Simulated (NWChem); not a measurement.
System: BN2H4Cl; SMILES NB(N)Cl

Here is an NWChem input.

```
start job
memory heap 200 mb stack 900 mb global 1100 mb
geometry units angstroms noautoz
  B      0.000000     0.000000     0.436396
  Cl     0.000000     0.000000    -1.369175
  N      0.000000    -1.254428     1.093098
  H      0.000000    -1.365537     2.105284
  H      0.000000    -2.129269     0.574356
  N      0.000000     1.254428     1.093098
  H      0.000000     1.365537     2.105284
  H      0.000000     2.129269     0.574356
end
basis spherical
  B library def2-svp
  Cl library def2-svp
  N library def2-svp
  H library def2-svp
end
dft
  xc slater vwn_5
  iterations 150
  mulliken
end
task dft energy
```

Coordinates come from a PBE-D3(BJ)/def2-SVP optimisation.

Question: What results follow from this input? (LDA (Slater exchange, VWN5)/def2-SVP.) Quantities: energy (Ha); highest occupied level (eV); orbital gap (eV); dipole (D).

Answer: 
```
Property                       Value
---------------------------  -------
energy (Ha)                  -594.18
highest occupied level (eV)    -5.61
orbital gap (eV)                6.22
dipole (D)                      2.89
```
